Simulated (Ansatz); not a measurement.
Compare A (`C[SiH2][CH2][GeH3]`) with its isomer B (`C[CH2][GeH2][SiH3]`).

Calculated with Ansatz (gas phase, PBE0-D4/def2-TZVP geometries, no zero-point term in ΔE). CCSD(T)/CBS is the MP2 limit (def2-TZVPP, def2-QZVPP) plus CCSD(T) − MP2 in def2-TZVPP, frozen cores. Functionals use def2-TZVPP. B3LYP here is the variant with VWN-RPA as its local correlation; programs differ in this. For Ge outer-core shells are correlated without core-valence functions, which leaves a few kJ/mol of doubt a bond. Scalar relativity is left out up to krypton. Each species was taken in one conformer, which may not be the lowest.

A:

Z-matrix (Å, degrees):
```
C
Si 1 1.871
H 1 1.093 2 111.3
H 1 1.092 2 110.7 3 120.0
H 1 1.093 2 110.9 3 -120.2
C 2 1.872 1 111.7 3 61.8
H 2 1.491 1 109.7 3 -58.9
H 2 1.492 1 109.4 3 -176.6
Ge 6 1.957 2 114.6 1 -59.4
H 6 1.094 2 109.2 1 179.6
H 6 1.094 2 109.8 1 62.5
H 9 1.539 6 110.1 2 -53.4
H 9 1.539 6 110.6 2 -173.6
H 9 1.540 6 110.3 2 66.4
```

B:

Z-matrix (Å, degrees):
```
C
C 1 1.521
H 1 1.093 2 111.5
H 1 1.093 2 111.7 3 -120.0
H 1 1.094 2 111.4 3 120.0
Ge 2 1.967 1 113.1 3 59.3
H 2 1.093 1 110.9 3 -179.6
H 2 1.093 1 110.8 3 -61.4
Si 6 2.383 2 111.3 1 61.7
H 6 1.543 2 110.0 1 -176.9
H 6 1.544 2 109.1 1 -59.1
H 9 1.489 6 110.0 2 59.8
H 9 1.488 6 110.7 2 -59.6
H 9 1.487 6 111.1 2 179.9
```

Question: Which isomer does CCSD(T)/CBS put lower? Give the gap. (An estimate is asked.)

Answer: The calculation gave: A, by 8.8 kcal/mol.

Question: Give E(B) − E(A) in kcal/mol with MP2/def2-TZVPP, CCSD(T)/def2-TZVPP, PBE0-D4, B3LYP, r2SCAN-D4, PBE-D4, ωB97M-V. (An estimate is asked.)

Answer: Ansatz gave: MP2/def2-TZVPP 9.9, CCSD(T)/def2-TZVPP 8.6, PBE0-D4 7.4, B3LYP 7.5, r2SCAN-D4 8.7, PBE-D4 6.6, ωB97M-V 9.9. None reverses the order clearly.

Largest T1 diagnostic: 0.011.

From PBE to PBE0 (25 % exact exchange), in def2-TZVPP and without D4, E(B) − E(A) moves by +1.0 kcal/mol.
